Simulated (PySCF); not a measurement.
Level of theory: PBE0-D3(BJ)/def2-TZVP (PySCF). Gas-phase values, no solvent. One relaxed conformer stands for a flexible species; it need not be the lowest. Delta-SCF ions had no search for a lower state. Excitations are Tamm–Dancoff values on a coarser integration grid. The basis has no diffuse functions, so Rydberg states are missing or too high.

Reference species (SMILES): `O[Si@@H]([SiH3])[SiH2][SiH3]` (H–O–Si–Si torsion 56°, Si–Si–Si–Si torsion 172°) (neutral, multiplicity 1).

| Property | Value |
|---|---|
| HOMO | -7.45 eV |
| vertical ionisation energy (Delta-SCF) | 9.07 eV |
| T1 excitation (TDA) | 4.67 eV |

Changed species: `O[Si]([SiH3])([SiH3])[SiH3]` (H–O–Si–Si torsion 60°).

### Question
Give the shifts of the HOMO, vertical ionisation energy (Delta-SCF) and T1 excitation (TDA).

### Answer
the HOMO is nearly the same; the vertical ionisation energy (Delta-SCF) increases by 0.05 eV, to 9.12 eV; the T1 excitation (TDA) falls by 0.13 eV, to 4.54 eV.
